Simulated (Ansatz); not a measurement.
Ansatz results at the PBE0-D4/def2-TZVP geometry: size of the dipole moment (PBE/def2-TZVPP) 0.87 D; LUMO energy (PBE/def2-TZVPP) -1.96 eV; HOMO–LUMO gap (PBE/def2-TZVPP) 3.83 eV.

Each molecule was computed in one conformer, which needn't be the lowest.

(1) Which molecule gave them?
A. `C#[C][InH][NH2]`
B. `[GeH3][C]1=CO1`
C. `F[CH2][InH2]`
D. `F[C]1=[CH][GeH]1[SiH3]`

Answers

(1) A. The others give `F[C]1=[CH][GeH]1[SiH3]`: 1.36, -1.52, 4.85; `[GeH3][C]1=CO1`: 1.93, -2.05, 2.69; `F[CH2][InH2]`: 1.35, -2.52, 3.55.
